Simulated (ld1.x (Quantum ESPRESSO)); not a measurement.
Before and after: PAW potential for chlorine

Cl, PAW, made with ld1.x (Quantum ESPRESSO) 7.5 (LDA (PZ), scalar-relativistic). Core [Ne], reference 3s2 3p4 (charge +1). Waves: 3s (bound): rcut 1.10, rcutus 1.20 bohr; 3s channel at 0.65 Ry: rcut 1.10, rcutus 1.20 bohr; 3p (bound): rcut 1.40, rcutus 1.50 bohr; 3p channel at 0.2 Ry: rcut 1.40, rcutus 1.50 bohr. Local part: all-electron potential smoothed inside 1.05 bohr (lloc = -1). Core correction: Bessel-smoothed model core inside 0.65 bohr. Augmentation charge: PSQ, inside the norm-conserving radii.

Change: type ultrasoft; local potential all-electron potential smoothed inside 1.40 bohr (lloc = -1); augmentation built from norm-conserving waves at rcut, not smoothed further.

Cutoffs: the cutoffs (Ry, on a coarse ladder) from which the occupation-weighted sum of valence levels, in a spherical-Bessel basis at the reference potential, stays within 10 and 1 mRy of its value at 400 Ry; they do not see the model core or the augmentation charge, which bear on the density cutoff. Errors are all-electron minus pseudo energies relative to the spin-unpolarised reference configuration.

Q: How do hardness, ghosts and transferability respond?

A: The potential gets neither clearly harder nor softer (30 Ry and 50 Ry → 30 Ry and 50 Ry); of the 9 tests that both files solve, the error grows in 8 and shrinks in 0 by more than 15 % and 0.3 meV (median size 0.8 → 4.3 meV); neither file shows a bound ghost. Several settings change at once here, so the effects cannot be laid on one of them.

```tsv
quantity	base	changed
cutoff, loose	30 Ry	30 Ry
cutoff, tight	50 Ry	50 Ry
bound ghosts	none	none
error for 3s2 3p5, meV [ΔE -13.97 eV]	+0.8	+3.3
error for 3s2 3p3, meV [ΔE 25.53 eV]	-4.7	+4.2
error for 3s2 3p2, meV [ΔE 63.92 eV]	-23	+34
error for 3s2 3p4.5, meV [ΔE -8.34 eV]	+0.6	+1.5
error for 3s2 3p5.3, meV [ΔE -16.14 eV]	+0.9	+4.3
error for 3s1 3p5, meV [ΔE 12.59 eV]	-0.4	-1.0
error for 3s2 3p1, meV [ΔE 116.29 eV]	-77	+119
error for 3s2 3p4 (spin-polarised), meV [ΔE -0.88 eV]	-0.6	+13
error for 3s2 3p5 (spin-polarised), meV [ΔE -14.16 eV]	+0.7	+6.0
s: phases at 1.65 bohr within 0.05 rad from the reference energy up to (Ry; the scan ends near 5)	to the end of the scan	to the end of the scan
p: phases at 1.65 bohr within 0.05 rad from the reference energy up to (Ry; the scan ends near 5)	to the end of the scan	to the end of the scan
lowest overlap eigenvalue by channel	s 0.46, p 0.75	s 0.23, p 0.76
```
